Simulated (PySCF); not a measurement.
Predicted microwave data (PBE0-D3(BJ)/def2-SVP geometry optimisation, gas phase (PySCF 2.14.0)) for one isomer of C8H13F:

* Rotational constants: A = 3235, B = 1077, C = 912.7 MHz
* Dipole components: |μa| = 1.70 D, |μb| = 0.65 D, |μc| = 0.57 D
* Inertial defect: -71.99 u·Å²
* κ: -0.86

Question: Which structure is it? (One computed conformer of each.)
A. `[F:1][C@@H:2]1[CH2:3][C@@H:4]2[CH2:5][CH2:6][CH2:7][CH2:8][C@H:9]12` with F1–C2–C3–C4 -143°, C2–C3–C4–C5 144°, C3–C4–C5–C6 -70°, C4–C5–C6–C7 -50°
B. `F[C@@]12CCC[C@@H](CC1)C2`
C. `[CH2:1]=[C:2]1[CH2:3][CH2:4][CH2:5][C@H:6]([CH2:7][F:8])[CH2:9]1` with C5–C6–C7–F8 -62°, C1–C2–C3–C4 125°, C2–C3–C4–C5 54°, C3–C4–C5–C6 -55°, C4–C5–C6–C7 178°
D. `[CH3:1][C@@H:2]1[C@H:3]2[CH2:4][CH2:5][C@@H:6]([F:7])[CH2:8][C@@H:9]12` with C1–C2–C3–C4 141°, C2–C3–C4–C5 52°, C3–C4–C5–C6 50°, C4–C5–C6–F7 173°
E. `[F:1][C@:2]12[CH2:3][CH2:4][CH2:5][C@H:6]1[CH2:7][CH2:8][CH2:9]2` with F1–C2–C3–C4 -145°, C2–C3–C4–C5 40°, C3–C4–C5–C6 -39°, C4–C5–C6–C7 -93°
F. `[F:1][C@@H:2]1[CH2:3][CH2:4][CH2:5][C@H:6]1[CH:7]1[CH2:8][CH2:9]1` with C5–C6–C7–C8 -158°, F1–C2–C3–C4 -92°, C2–C3–C4–C5 -41°, C3–C4–C5–C6 40°, C4–C5–C6–C7 -150°

Answer: D. It is C[C@@H]1[C@H]2CC[C@@H](F)C[C@@H]12, an asymmetric top, point group C1. The candidates at the same level (rigid rotor, commonest isotopes):

```json
{"SMILES": "F[C@]12CCC[C@H]1CCC2", "A (MHz)": "2244", "B (MHz)": "1729", "C (MHz)": "1333", "μa (D)": "0.44", "μb (D)": "1.29", "μc (D)": "0.95", "Δ (u·Å²)": "-138.49", "point group": "C1", "rotor": "asymmetric top"}
{"SMILES": "F[C@@H]1CCC[C@H]1C1CC1", "A (MHz)": "2740", "B (MHz)": "1166", "C (MHz)": "923.8", "μa (D)": "0.32", "μb (D)": "1.35", "μc (D)": "0.96", "Δ (u·Å²)": "-70.95", "point group": "C1", "rotor": "asymmetric top"}
{"SMILES": "C=C1CCC[C@H](CF)C1", "A (MHz)": "2680", "B (MHz)": "1128", "C (MHz)": "904.0", "μa (D)": "0.29", "μb (D)": "0.44", "μc (D)": "1.31", "Δ (u·Å²)": "-77.63", "point group": "C1", "rotor": "asymmetric top"}
{"SMILES": "F[C@@H]1C[C@@H]2CCCC[C@@H]21", "A (MHz)": "2802", "B (MHz)": "1362", "C (MHz)": "1088", "μa (D)": "1.25", "μb (D)": "0.93", "μc (D)": "0.70", "Δ (u·Å²)": "-86.80", "point group": "C1", "rotor": "asymmetric top"}
{"SMILES": "C[C@@H]1[C@H]2CC[C@@H](F)C[C@@H]12", "A (MHz)": "3235", "B (MHz)": "1077", "C (MHz)": "912.7", "μa (D)": "1.70", "μb (D)": "0.65", "μc (D)": "0.57", "Δ (u·Å²)": "-71.99", "point group": "C1", "rotor": "asymmetric top"}
{"SMILES": "F[C@@]12CCC[C@@H](CC1)C2", "A (MHz)": "2425", "B (MHz)": "1698", "C (MHz)": "1407", "μa (D)": "1.86", "μb (D)": "0.15", "μc (D)": "0.24", "Δ (u·Å²)": "-146.82", "point group": "C1", "rotor": "asymmetric top"}
```

`F[C@]12CCC[C@H]1CCC2` has B 61 % too high; `C=C1CCC[C@H](CF)C1` has A 17 % too low; `F[C@@H]1C[C@@H]2CCCC[C@@H]21` has B 27 % too high; `F[C@@]12CCC[C@@H](CC1)C2` has B 58 % too high; `F[C@@H]1CCC[C@H]1C1CC1` has A 15 % too low. No structure here is proved a minimum.
